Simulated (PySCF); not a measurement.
CH7NOSi, SMILES [SiH2](OC)N. Atoms are numbered in the order given.

```xyz
11

Si     0.4770     0.5230     0.0000
N     -0.3954     2.0026     0.0000
O     -0.5365    -0.8086     0.0000
C     -0.0907    -2.1416     0.0000
H      1.3220     0.4808    -1.2295
H      1.3220     0.4808     1.2295
H     -0.8950     2.2934     0.8352
H     -0.8950     2.2934    -0.8352
H      0.5181    -2.3790    -0.8945
H      0.5181    -2.3790     0.8945
H     -0.9648    -2.8123     0.0000
```

Coordinates come from a B3LYP-D3(BJ)/def2-SVP optimisation. The values are those of a single conformer.

Two levels are set side by side: PBE/pcSseg-1 (PySCF) and HF/pcSseg-1 (PySCF). GIAO shifts against H2O (¹⁷O), NH3 (¹⁵N), TMS (²⁹Si), TMS (¹H), TMS (¹³C) at the same level; non-relativistic, no solvent, atoms listed together averaged. Differences are taken from unrounded values.

```json
[
 {"quantity": "δ(²⁹Si) of Si1 (ppm)", "HF": "-33.2"},
 {"quantity": "δ(¹⁵N) of N2 (ppm)", "HF": "19.6"},
 {"quantity": "δ(¹⁷O) of O3 (ppm)", "HF": "0.5"},
 {"quantity": "δ(¹³C) of C4 (ppm)", "HF": "48.1"},
 {"quantity": "δ(¹H) of H5, H6 (ppm)", "HF": "4.31"},
 {"quantity": "δ(¹H) of H7, H8 (ppm)", "HF": "1.37"}
]
```

### Question
What does PBE give, and how far is it from HF? (An estimate is asked for; the answer gives what the named calculation found.)

### Answer

```csv
quantity,PBE,PBE minus HF
δ(²⁹Si) of Si1 (ppm),-29.0,4.2
δ(¹⁵N) of N2 (ppm),35.3,15.7
δ(¹⁷O) of O3 (ppm),44.8,44.3
δ(¹³C) of C4 (ppm),54.2,6.2
"δ(¹H) of H5, H6 (ppm)",5.06,0.75
"δ(¹H) of H7, H8 (ppm)",1.32,-0.05
```

Rough cost on one machine, each run with all the roots and properties that it gave: HF against PBE within a factor of 2.
